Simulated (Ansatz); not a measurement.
A structure relaxed at PBE0-D4/def2-TZVP in Ansatz, charge 0, singlet:

```xyz
3

Ge    2.0404    0.8148   -0.7997
Ge    0.0077   -0.0049   -0.0038
Te   -2.0480   -0.8099    0.8035
```

Q: Give its formula and point group.

A: Ge2Te. Point group C∞v (tolerance 0.1 Å).

Q: Summarise the bond lengths by kind (pairs closer than 1.2 times the sum of covalent radii, bridged metal pairs left out).

A: 1 × Ge–Ge 2.33 Å; 1 × Ge–Te 2.35 Å.

In the def2 sets Te takes a core potential; there is no spin–orbit coupling. The restricted singlet is unstable towards broken spin symmetry in Hartree–Fock (as tested in another run); at PBE0-D4/def2-TZVP this wasn't settled. Another isomer (singlet) lies 1.88 eV lower at PBE0-D4/def2-TZVP; other spin states weren't run for this one.
